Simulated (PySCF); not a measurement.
Be(Me)(NMe2) (C3H9BeN), SMILES C[N](C)[Be][CH3].

Geometry: ωB97X-D3(BJ)/def2-SVP. The structure was generated by enumeration; whether it is a known compound was not checked. Other conformers were not sampled.

Level of theory: PySCF with TDDFT-B3LYP/def2-SVPD.

Vertical excitations. 

Give excitation energies, oscillator strengths and character. (Estimate from the structure and the level; the computed values follow.)


```json
[
 {"state": "S1", "energy (eV)": "4.95", "λ (nm)": "251", "f": "0.000", "main pairs": "HOMO→LUMO+1 95 %"},
 {"state": "S2", "energy (eV)": "5.11", "λ (nm)": "243", "f": "0.002", "main pairs": "HOMO→LUMO 92 %"},
 {"state": "S3", "energy (eV)": "5.73", "λ (nm)": "216", "f": "0.098", "main pairs": "HOMO→LUMO+2 99 %"},
 {"state": "S4", "energy (eV)": "5.74", "λ (nm)": "216", "f": "0.021", "main pairs": "HOMO→LUMO+3 93 %"},
 {"state": "S5", "energy (eV)": "6.49", "λ (nm)": "191", "f": "0.000", "main pairs": "HOMO→LUMO+4 94 %"},
 {"state": "S6", "energy (eV)": "6.98", "λ (nm)": "178", "f": "0.030", "main pairs": "HOMO→LUMO+5 91 %"},
 {"state": "S7", "energy (eV)": "7.10", "λ (nm)": "175", "f": "0.025", "main pairs": "HOMO−1→LUMO+1 95 %"},
 {"state": "S8", "energy (eV)": "7.12", "λ (nm)": "174", "f": "0.000", "main pairs": "HOMO→LUMO+7 97 %"},
 {"state": "S9", "energy (eV)": "7.14", "λ (nm)": "174", "f": "0.086", "main pairs": "HOMO−1→LUMO 94 %"},
 {"state": "S10", "energy (eV)": "7.32", "λ (nm)": "169", "f": "0.038", "main pairs": "HOMO→LUMO+8 77 %, HOMO→LUMO+6 15 %"},
 {"state": "T1", "energy (eV)": "4.86", "λ (nm)": "255", "f": "0", "main pairs": "HOMO→LUMO+1 94 %"},
 {"state": "T2", "energy (eV)": "4.99", "λ (nm)": "249", "f": "0", "main pairs": "HOMO→LUMO 89 %"},
 {"state": "T3", "energy (eV)": "5.11", "λ (nm)": "242", "f": "0", "main pairs": "HOMO→LUMO+2 89 %"},
 {"state": "T4", "energy (eV)": "5.68", "λ (nm)": "218", "f": "0", "main pairs": "HOMO→LUMO+3 92 %"}
]
```
Triplets are in the Tamm–Dancoff approximation, which puts them higher than full response would, so one can lie above its singlet here.
